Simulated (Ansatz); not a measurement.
Consider the homolysis of the Cl–Sb bond: `[F][Sb]([SiH3])[Cl]` → Cl• + `[F][Sb][SiH3]`•.

Isolated molecules relaxed with PBE0-D4/def2-TZVP in Ansatz; ΔE leaves out vibrations. CCSD(T)/CBS adds triple-zeta CCSD(T) − MP2 to the extrapolated MP2 energy (def2 sets, frozen cores). This one scheme is used for every species, atoms too. No spin–orbit coupling; open shells (•) take unrestricted orbitals. Spin–orbit coupling would lower the free atoms: a little for Cl. def2 core potentials past Kr. Bonds to Sb are less sure, by a few kJ/mol each and by 10 to 20 or more in all where they break to atoms, as the def2 sets lack core-valence functions.

`[F][Sb]([SiH3])[Cl]`:

```xyz
7

F    -0.769    0.904   -2.148
Sb    0.373   -0.534   -1.592
Si   -0.377   -0.309    0.892
Cl    2.293    0.759   -1.189
H    -0.347    1.129    1.250
H     0.573   -1.084    1.733
H    -1.746   -0.865    1.055
```

`[F][Sb][SiH3]`•:

Z-matrix (Å, degrees):
```
Si
Sb 1 2.584
H 1 1.486 2 110.6
H 1 1.489 2 107.7 3 119.3
H 1 1.486 2 110.6 3 -121.4
F 2 1.930 1 92.8 3 60.3
```

```
              species  CCSD(T)/def2-TZVPP energy (Eh)
`[F][Sb]([SiH3])[Cl]`                     -1089.98061
                  Cl•                      -459.66464
     `[F][Sb][SiH3]`•                      -630.19381
```

Q: Work out ΔE.

A: ΔE = (-459.66464) + (-630.19381) − (-1089.98061) = 0.12216 Eh = +3.32 eV. CCSD(T)/CBS gives +3.59 eV.

Q: What do rigid-rotor, harmonic-oscillator terms from PBE0-D4/def2-TZVP frequencies (298.15 K, 1 bar) make of the CCSD(T)/CBS value? (Best estimate.)

A: Ansatz gave: ΔZPE = -0.04 eV, ΔH = +3.57 eV, ΔS = 135 J/(mol·K), ΔG = +3.15 eV. Open shells count their whole term as degenerate.

Largest T1 diagnostic among the species: 0.016.

The D4 term adds +0.13 eV with B3LYP and +0.07 eV with PBE0; it sums over pairs of atoms, weighted by their polarisabilities, and B3LYP, whose exchange is more repulsive, gets the larger term. From BLYP to BHLYP (50 % exact exchange), in def2-TZVPP and without D4, ΔE moves by −0.16 eV: exact exchange takes away binding that semilocal exchange gives to molecules. At CCSD(T), def2-SVP lies −0.61 eV from the extrapolated value and def2-TZVPP −0.27 eV: correlation converges slowly with the basis, and small sets miss more of it in the bonded molecule than in its fragments.

B3LYP here is the variant with VWN-RPA as its local correlation; programs differ in this.
